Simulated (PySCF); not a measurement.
PySCF 2.14 output of an unrestricted BLYP calculation on a single atom or ion in def2-QZVPPD with the def2 core potential (28 electrons) (8s6p5d4f1g, 88 functions), with scalar relativity through the core potential:

```
SCF conv_tol = 1e-09
number electrons alpha = 13  beta = 10
    A. D. Becke.,  Phys. Rev. A 38, 3098 (1988)
    C. Lee, W. Yang, and R. G. Parr.,  Phys. Rev. B 37, 785 (1988)
    B. Miehlich, A. Savin, H. Stoll, and H. Preuss.,  Chem. Phys. Lett. 157, 200 (1989)
cycle= 1 E= -239.867765392874  delta_E= -0.0149  |g|= 0.0406  |ddm|= 0.324
cycle= 2 E= -239.868269158557  delta_E= -0.000504  |g|= 0.02  |ddm|= 0.0855
cycle= 3 E= -239.868371027689  delta_E= -0.000102  |g|= 0.00185  |ddm|= 0.0205
cycle= 4 E= -239.868372094696  delta_E= -1.07e-06  |g|= 0.000935  |ddm|= 0.0034
cycle= 5 E= -239.868372553118  delta_E= -4.58e-07  |g|= 8.11e-05  |ddm|= 0.00148
cycle= 6 E= -239.868372556869  delta_E= -3.75e-09  |g|= 3.18e-06  |ddm|= 0.000119
cycle= 7 E= -239.868372556876  delta_E= -7.16e-12  |g|= 1.91e-07  |ddm|= 7.04e-06
converged SCF energy = -239.868372556876  <S^2> = 3.7549471  2S+1 = 4.0024728
```

The run itself started from symmetry-adapted Hartree-Fock orbitals and held the occupation by maximum overlap, on a logarithmic radial grid, so the iterations belong to that start.

Question: Which element, charge and spin multiplicity is this?

Answer: Sb (antimony, neutral), multiplicity 4; the state was [Kr] 4d10 5s1 5p4, high-spin 4P determinant (an excited configuration).

Energies and moments cover only the electrons outside the core potential.
